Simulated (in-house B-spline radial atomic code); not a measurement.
Functionals against NIST's ionisation energies along a row: La⁺ to Lu⁺

Ionisation energies as differences of self-consistent total energies from a B-spline radial code for spherical atoms: all electrons, radial basis limit, scalar-relativistic (one-electron X2C), spin-polarised at highest spin, spherical densities; exact exchange is averaged over the determinants of each configuration. No spin-orbit coupling, Breit or QED terms. NIST's values run from ground level to ground level, so in open shells the differences also hold multiplet and fine-structure energies that spherical high-spin averages miss. Columns give computed minus NIST, in eV; a star marks a semi-empirical value. Species are left out where the tabulated value is theory, is uncertain by more than 0.12 eV, or (13 ions, such as In⁴⁺, Te⁴⁺ and Bi⁴⁺) lies off its series for all methods alike, which flatters the means a little.

```
species  shell       NIST (eV)    PBE  B3LYP  CAM-B3LYP   OLYP
    La⁺     5d           11.18  +0.03  -0.08      -0.18  -0.16
    Pr⁺     6s   10.63 ± 0.02*  +0.23  +0.23      +0.12  -0.06
    Nd⁺     6s   10.78 ± 0.02*  +0.26  +0.25      +0.14  -0.04
    Pm⁺     6s   10.94 ± 0.02*  +0.27  +0.26      +0.15  -0.03
    Sm⁺     6s   11.08 ± 0.02*  +0.29  +0.27      +0.17  -0.01
    Eu⁺     6s  11.24 ± 0.006*  +0.28  +0.26      +0.16  -0.02
    Gd⁺     6s   12.08 ± 0.02*  +0.46  +0.38      +0.23  +0.07
    Tb⁺     6s   11.51 ± 0.02*  +0.27  +0.28      +0.19  -0.01
    Dy⁺     6s   11.65 ± 0.02*  +0.26  +0.28      +0.19  -0.01
    Ho⁺     6s   11.78 ± 0.02*  +0.26  +0.27      +0.19  -0.02
    Er⁺     6s   11.92 ± 0.02*  +0.25  +0.27      +0.19  -0.03
    Tm⁺     6s   12.06 ± 0.02*  +0.23  +0.25      +0.17  -0.05
    Yb⁺     6s           12.18  +0.24  +0.27      +0.19  -0.03
    Lu⁺     6s   14.13 ± 0.05*  -0.10  -0.02      -0.08  -0.34
```

Question: How do the methods rank, and which species is hardest?

Answer: Mean absolute (signed) differences: OLYP 0.06 (-0.05) eV; CAM-B3LYP 0.17 (+0.13) eV; B3LYP 0.24 (+0.23) eV; PBE 0.24 (+0.23) eV. For Gd⁺, which loses a 6s electron, the nearest method is off by +0.07 eV, the largest such miss.
